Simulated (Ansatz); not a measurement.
`Sc1ccc(-c2ccc(-c3ccc(S)nc3)nc2)nc1`. Charge 0, multiplicity 3. Geometry PBE-D4/def2-SVP, that of the neutral singlet; atoms count from 1.

```xyz
31

S     1.224   -3.214   -6.459
C     1.051   -2.377   -4.910
C     2.018   -1.518   -4.353
C     1.766   -0.915   -3.119
C     0.549   -1.174   -2.447
C     0.210   -0.573   -1.138
C    -1.031   -0.851   -0.525
C    -1.342   -0.280    0.707
C    -0.406    0.579    1.334
C    -0.663    1.224    2.641
C    -1.863    1.067    3.371
C    -2.027    1.711    4.596
C    -0.966    2.516    5.073
S    -1.145    3.346    6.630
N     0.183    2.681    4.399
C     0.322    2.055    3.225
N     0.785    0.845    0.751
C     1.074    0.294   -0.427
N    -0.375   -2.000   -2.991
C    -0.138   -2.576   -4.166
H     2.457   -2.719   -6.758
H     2.965   -1.319   -4.879
H     2.521   -0.244   -2.686
H    -1.728   -1.523   -1.045
H    -2.309   -0.502    1.179
H    -2.681    0.439    2.987
H    -2.954    1.598    5.176
H     0.093    3.911    6.551
H     1.271    2.202    2.683
H     2.065    0.556   -0.838
H    -0.928   -3.240   -4.562
```

Single mean-field runs in def2-TZVP are fitted with def2-universal-jkfit. At PBE0-D4/def2-TZVP a singlet of charge 0 lies 2.72 eV below the triplet at the same geometry.

(1) Estimate the Mulliken populations of the heavy atoms from the PBE0/def2-TZVP orbitals of Ansatz.

(2) Where does the spin sit?

(3) And the Mayer bond orders between heavy atoms (over 0.3)?

Results:

(1) 
| atom | charge (e) | spin (α − β) |
| --- | --- | --- |
| S1 | -0.14 | 0.09 |
| C2 | 0.16 | 0.25 |
| C3 | -0.21 | -0.08 |
| C4 | -0.22 | 0.16 |
| C5 | 0.24 | 0.02 |
| C6 | 0.09 | 0.35 |
| C7 | -0.25 | 0.08 |
| C8 | -0.18 | 0.07 |
| C9 | 0.29 | 0.36 |
| C10 | 0.06 | 0.01 |
| C11 | -0.17 | 0.15 |
| C12 | -0.16 | -0.07 |
| C13 | 0.19 | 0.22 |
| S14 | -0.16 | 0.10 |
| N15 | -0.23 | -0.08 |
| C16 | -0.13 | 0.19 |
| N17 | -0.22 | 0.02 |
| C18 | -0.10 | 0.11 |
| N19 | -0.22 | 0.14 |
| C20 | -0.12 | -0.06 |
Mulliken values depend strongly on the basis.

(2) Summed by element: S 0.19, C 1.77, N 0.08, H -0.04, of 2 unpaired in all. Largest on single atoms: C9 0.36, C6 0.35, C2 0.25.

(3) S1–C2 1.12 (1.77 Å); C2–C3 1.27 (1.41 Å); C2–C20 1.24 (1.42 Å); C3–C4 1.57 (1.40 Å); C4–C5 1.25 (1.41 Å); C5–C6 1.18 (1.48 Å); C5–N19 1.25 (1.35 Å); C6–C7 1.15 (1.41 Å); C6–C18 1.11 (1.41 Å); C7–C8 1.61 (1.39 Å); C8–C9 1.15 (1.42 Å); C9–C10 1.19 (1.48 Å); C9–N17 1.14 (1.35 Å); C10–C11 1.23 (1.41 Å); C10–C16 1.23 (1.42 Å); C11–C12 1.57 (1.39 Å); C12–C13 1.28 (1.41 Å); C13–S14 1.12 (1.77 Å); C13–N15 1.36 (1.34 Å); N15–C16 1.59 (1.34 Å); N17–C18 1.77 (1.33 Å); N19–C20 1.64 (1.33 Å).
